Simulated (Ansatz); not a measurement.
Cost and result for the atomization energy of C$_{3}$H$_{6}$Si, SMILES `C=C=C[SiH3]` (10 atoms, 9 bonds).

```tsv
atom	x (Å)	y (Å)	z (Å)
C1	2.131	-0.214	0.482
C2	0.843	-0.393	0.491
C3	-0.449	-0.543	0.470
Si4	-1.526	0.473	-0.656
H5	2.600	0.505	1.145
H6	2.771	-0.784	-0.183
H7	-0.899	-1.284	1.131
H8	-2.503	1.265	0.139
H9	-2.298	-0.413	-1.568
H10	-0.671	1.388	-1.451
```

Charge 0, multiplicity 1. Geometry: relaxed with PBE0-D4/def2-TZVP. Program: Ansatz. All runs use 2 threads of an Arm Neoverse V1 on a shared host. Times are those of one run each, without the atoms' runs, and a repeat can differ threefold. Electronic energies, without spin–orbit coupling; frozen cores. CCSD(T)/CBS adds CCSD(T) − MP2 in def2-TZVPP to the MP2 limit, and its time is that of the two runs behind it. T1 = 0.012. B3LYP takes the VWN-RPA correlation (the form of Gaussian; ORCA's B3LYP/G). HSE06 is the plane-wave form, built on full-range PBE exchange.

CCSD(T)/CBS is a level of theory with its own doubt, some kJ/mol a heavy atom from the limit and from the frozen cores, so smaller differences don't rank the functionals.

```tsv
level	functions	wall time	atomization (kJ/mol)	difference from CCSD(T)/CBS	per bond
LDA (SPW92)/def2-TZVPP	219	1.6 s	4342.6	513.1	57.0
BLYP-D4/def2-TZVPP	219	2.9 s	3842.5	13.0	1.4
CCSD(T)/def2-SVP	90	3.5 s	3654.9	-174.6	-19.4
HSE06-D4/def2-TZVPP	219	3.8 s	3856.8	27.3	3.0
B3LYP-D4/def2-TZVPP (with forces)	219	6 s	3851.7	22.2	2.5
r2SCANh-D4/def2-TZVPP	219	6 s	3832.7	3.2	0.4
B2PLYP/def2-TZVPP	219	6.5 s	3806.8	-22.7	-2.5
PBE-QIDH/def2-TZVPP	219	7 s	3818.2	-11.3	-1.3
ωB97X-V/def2-TZVPP	219	10 s	3841.3	11.8	1.3
ωB97M-V/def2-TZVPP (with forces)	219	15 s	3847.0	17.5	1.9
MP2/def2-QZVPP	421	24 s	3832.3	2.8	0.3
CCSD(T)/def2-TZVPP	219	93 s	3740.4	-89.1	-9.9
CCSD(T)/CBS(def2)	–	120 s	3829.5	0.0	0.0
```

From BLYP to BHLYP (50 % exact exchange), in def2-TZVPP and without D4, the atomization energy moves by −69.9 kJ/mol: exact exchange takes away binding that semilocal exchange gives to molecules. The D4 term adds +28.4 kJ/mol with B3LYP and +14.9 kJ/mol with PBE0; it sums over pairs of atoms, weighted by their polarisabilities, and B3LYP, whose exchange is more repulsive, gets the larger term. Leaving LDA and LC-ωPBE aside and taking each functional with its dispersion term where it has one, the values, not all of them listed here, spread over 157.2 kJ/mol, from BHLYP-D4 to PBE-D4. LDA lies +448.3 kJ/mol from PBE without D4, its usual overbinding.
